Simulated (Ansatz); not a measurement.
`[SiH3]C[S][GaH2]` + `C[CH2][AlH2]` → `C[CH2][AlH][SiH3]` + `C[S][GaH2]`  (formal exchange of groups at the Si–C bond)

Gas-phase electronic energies from Ansatz, PBE0-D4/def2-TZVP geometries. CCSD(T)/CBS adds triple-zeta CCSD(T) − MP2 to the extrapolated MP2 energy (def2 sets, frozen cores). Functionals use def2-TZVPP. B3LYP here is the variant with VWN-RPA as its local correlation; programs differ in this. For Ga outer-core shells are correlated without core-valence functions, which leaves a few kJ/mol of doubt a bond. Scalar relativity is left out up to krypton. One conformer a species, not always the lowest.

`[SiH3]C[S][GaH2]`:

Z-matrix (Å, degrees):
```
Si
C 1 1.878
H 1 1.484 2 109.6
H 1 1.490 2 111.1 3 -120.9
H 1 1.488 2 108.6 3 119.2
S 2 1.826 1 109.7 3 -57.8
H 2 1.092 1 110.8 3 59.6
H 2 1.091 1 111.5 3 179.1
Ga 6 2.191 2 102.8 1 -80.8
H 9 1.558 6 115.9 2 176.6
H 9 1.563 6 116.9 2 -5.1
```

`C[CH2][AlH2]`:

Z-matrix (Å, degrees):
```
C
C 1 1.528
H 1 1.093 2 111.7
H 1 1.094 2 112.2 3 120.4
H 1 1.093 2 111.7 3 -119.2
Al 2 1.958 1 116.9 3 59.6
H 2 1.099 1 110.4 3 -177.4
H 2 1.099 1 110.4 3 -63.2
H 6 1.592 2 121.0 1 -0.5
H 6 1.592 2 119.8 1 179.5
```

`C[CH2][AlH][SiH3]`:

Z-matrix (Å, degrees):
```
C
C 1 1.527
H 1 1.094 2 111.7
H 1 1.094 2 112.3 3 -120.3
H 1 1.094 2 111.7 3 119.3
Al 2 1.961 1 116.6 3 -59.8
H 2 1.099 1 110.5 3 63.0
H 2 1.099 1 110.5 3 177.6
Si 6 2.463 2 119.5 1 -0.3
H 6 1.594 2 119.5 1 179.7
H 9 1.491 6 114.2 2 -179.4
H 9 1.494 6 110.8 2 59.5
H 9 1.494 6 110.9 2 -58.3
```

`C[S][GaH2]`:

Z-matrix (Å, degrees):
```
C
S 1 1.818
H 1 1.089 2 111.5
H 1 1.090 2 108.9 3 120.6
H 1 1.090 2 108.9 3 -120.6
Ga 2 2.184 1 103.3 3 -0.1
H 6 1.565 2 116.4 1 0.0
H 6 1.559 2 116.6 1 -180.0
```

| level | ΔE (kJ/mol) | difference from CCSD(T)/CBS |
| --- | --- | --- |
| PBE-D4 | -23.9 | -13.3 |
| r2SCAN-D4 | -17.4 | -6.8 |
| PBE0-D4 | -21.0 | -10.4 |
| B3LYP-D4 | -11.5 | -0.9 |
| ωB97M-V | -5.6 | 5.0 |
| B2PLYP | -12.3 | -1.7 |
| PBE | -27.9 | -17.3 |
| PBE0 | -24.3 | -13.7 |
| SCS-MP2/def2-TZVPP | -4.0 | 6.6 |
| CCSD/def2-TZVPP | -12.6 | -2.0 |
| CCSD(T)/def2-TZVPP | -12.4 | -1.8 |
| HF/def2-QZVPP | -9.3 | 1.3 |
| SCS-MP2/def2-QZVPP | -3.0 | 7.6 |
| HF/CBS(def2) | -9.2 | 1.4 |
| MP2/CBS(def2) | -1.3 | 9.3 |
| CCSD/CBS(def2) | -10.8 | -0.2 |
| CCSD(T)/CBS | -10.6 | 0 |

Largest T1 diagnostic among the species: 0.013.

The D4 term adds +6.8 kJ/mol with B3LYP and +3.3 kJ/mol with PBE0; it sums over pairs of atoms, weighted by their polarisabilities, and B3LYP, whose exchange is more repulsive, gets the larger term. From PBE to PBE0 (25 % exact exchange), in def2-TZVPP and without D4, ΔE moves by +3.6 kJ/mol.
